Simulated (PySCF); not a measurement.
Se(Et)(SeH) (C2H6Se2), SMILES CC[Se][SeH].

Coordinates come from a PBE-D3(BJ)/def2-SVP optimisation. The values are those of a single conformer.

These are PBE-D3(BJ)/def2-SVP (PySCF) values and carry that method's errors.

Frequencies are harmonic and unscaled.

```csv
mode,ν (cm⁻¹),IR (km/mol),moving atoms (share of kinetic energy)
1,75,0.2,"C 41 %, H 37 %, Se 21 %"
2,138,0.4,"H 37 %, C 36 %, Se 28 %"
3,243,2.4,"H 87 %, C 10 %"
4,273,0.7,"Se 59 %, H 31 %, C 11 %"
5,286,2.6,"H 51 %, Se 43 %"
6,302,0.4,"H 42 %, C 39 %, Se 18 %"
7,527,2.7,"C 67 %, H 20 %, Se 13 %"
8,704,5.8,H 98 %
9,721,11.1,"H 85 %, C 14 %"
10,942,6.1,"H 75 %, C 25 %"
11,967,1.0,"H 81 %, C 18 %"
12,1047,0.3,"C 69 %, H 31 %"
13,1192,26.8,"H 75 %, C 25 %"
14,1208,7.0,"H 79 %, C 21 %"
15,1336,6.2,"H 80 %, C 20 %"
16,1385,3.8,"H 89 %, C 11 %"
17,1407,8.6,H 97 %
18,1424,3.2,H 96 %
19,2288,28.3,H 99 %
20,2965,24.2,H 97 %
21,2984,8.0,H 94 %
22,3050,10.6,"H 91 %, C 9 %"
23,3051,0.3,"H 90 %, C 10 %"
24,3074,12.1,"H 90 %, C 10 %"
```
